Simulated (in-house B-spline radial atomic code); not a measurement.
A run on Tb (an excited or competing configuration) that did not converge. Method: scalar-relativistic (X2C) B97-1, spin-polarised, spherical fractional occupations, Fermi nucleus of rms radius 5.06 fm; computed with a B-spline radial code for spherical atoms.

Command:
```bash
python run_scf.py task.json out
```
Settings (nuclear radius in fm, mass in u):
```
Z                65
configuration    [Kr] 4d10 4f9 5s2 5p5 6s2 6f1
hamiltonian      x2c
method           b97_1
spin_polarised   True
nucleus          fermi
rms_radius       5.06
atomic_mass      158.92535
speed_of_light   137.035999084
```

First and last ten iterations of the last attempt (damped for 15 steps, keeping 80 % of the old Fock matrix, then DIIS):
```
 iter        energy (Eh)    residual
    1      -11656.978343    7.32e-01
    2      -11667.754113    1.35e+00
    3      -11687.033754    8.04e-01
    4      -11697.399973    4.97e-01
    5      -11702.622006    3.06e-01
    6      -11705.090742    2.00e-01
    7      -11706.203299    1.33e-01
    8      -11706.698248    8.86e-02
    9      -11706.924458    6.24e-02
   10      -11707.037066    4.65e-02
  111      -11707.160483    2.09e-05
  112      -11707.160484    3.77e-05
  113      -11707.160483    2.19e-05
  114      -11707.160483    1.99e-05
  115      -11707.160483    2.00e-05
  116      -11707.160484    2.97e-05
  117      -11707.160481    2.73e-05
  118      -11707.160480    3.74e-05
  119      -11707.160479    4.56e-05
  120      -11707.160481    3.47e-05
 not converged after 120 iterations
```

The smallest residual met was 1.7e-05; the threshold is about 6e-07. Over the last five steps the energy moves by less than 9e-06 hartree, but the orbitals didn't meet the threshold. Time taken, with all properties: 10 s on 1 thread of Arm Neoverse N1, on a shared host.
